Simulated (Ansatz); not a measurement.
Reaction (formal exchange of groups at the Sn–C bond): `[CH3][SnH2][CH2]Cl` + `C[SiH3]` → `C[SiH2][SnH2][CH3]` + `CCl`

Isolated molecules relaxed with PBE0-D4/def2-TZVP in Ansatz; ΔE leaves out vibrations. CCSD(T)/CBS is the MP2 limit (def2-TZVPP, def2-QZVPP) plus CCSD(T) − MP2 in def2-TZVPP, frozen cores. This one scheme is used for every species. DFT in def2-TZVPP. B3LYP here is the variant with VWN-RPA as its local correlation; programs differ in this. def2 core potentials past Kr. For Sn outer-core shells are correlated without core-valence functions, which leaves a few kJ/mol of doubt a bond. One conformer a species, not always the lowest.

Task: Is it downhill or uphill in electronic energy at CCSD(T)/CBS, and by how much? (Estimate.)

Result: Computed: Downhill: ΔE = -45.8 kJ/mol.

Task: What do these levels give: r2SCAN-D4, B3LYP-D4, ωB97X-V, ωB97M-V, B2PLYP, MP2/def2-TZVPP, SCS-MP2/def2-TZVPP, CCSD/def2-TZVPP, CCSD(T)/def2-TZVPP, HF/CBS(def2), MP2/CBS(def2), CCSD/CBS(def2)? (An estimate is asked.)

Result: Computed: r2SCAN-D4 -51.6, B3LYP-D4 -49.7, ωB97X-V -46.5, ωB97M-V -45.6, B2PLYP -46.4, MP2/def2-TZVPP -42.0, SCS-MP2/def2-TZVPP -40.3, CCSD/def2-TZVPP -44.6, CCSD(T)/def2-TZVPP -43.8, HF/CBS(def2) -45.5, MP2/CBS(def2) -44.0, CCSD/CBS(def2) -46.5 kJ/mol.

Largest T1 diagnostic among the species: 0.012.
